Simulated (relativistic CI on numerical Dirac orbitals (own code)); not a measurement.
## Charge states of rubidium

Computed by Dirac-Coulomb-Breit CI, orbitals from a KLI potential per configuration, model QED (radiative potential, 1s self-energy scaled to tabulated hydrogen-like ionisation energies), valence Slater integrals scaled by 0.9 (own radial code, finite nucleus).

Each species is treated in one configuration, given outside its closed core. Radial values are for the open shell of highest l, unscaled and averaged over j; ζ includes the Breit term. Labels give the leading LS character, summed over repeated terms.

```csv
Ion,Configuration,Its lowest level,LS weight (%),ζ (cm⁻¹),g_J,g√(J(J+1)),Next level,E (cm⁻¹)
Rb24+,3s²3p,²P°1/2,100,75030,0.662,0.57,²P°3/2,112780
Rb25+,3s²,¹S0,100,,,0.00,,
Rb26+,3s,²S1/2,100,,1.999,1.73,,
Rb27+,2s²2p⁶,¹S0,100,,,0.00,,
Rb28+,2s²2p⁵,²P°3/2,100,335500,1.326,2.57,²P°1/2,504350
Rb29+,2s²2p⁴,³P2,77,345200,1.378,3.37,³P0,171580
Rb30+,2s²2p³,?,?,?,?,?,?,?
Rb31+,2s²2p²,³P0,79,365200,,0.00,³P1,452780
Rb32+,2s²2p,²P°1/2,100,375600,0.655,0.57,²P°3/2,564620
Rb33+,2s²,¹S0,100,,,0.00,,
Rb34+,2s,²S1/2,100,,1.991,1.72,,
Rb35+,1s²,¹S0,100,,,0.00,,
```

Task: Fill in the row of Rb30+.

Result: Its lowest level J = 3/2 (mixed); LS weight (%) 43; ζ (cm⁻¹) 355100; g_J 1.509; g√(J(J+1)) 2.92; Next level ²D°3/2; E (cm⁻¹) 433160.
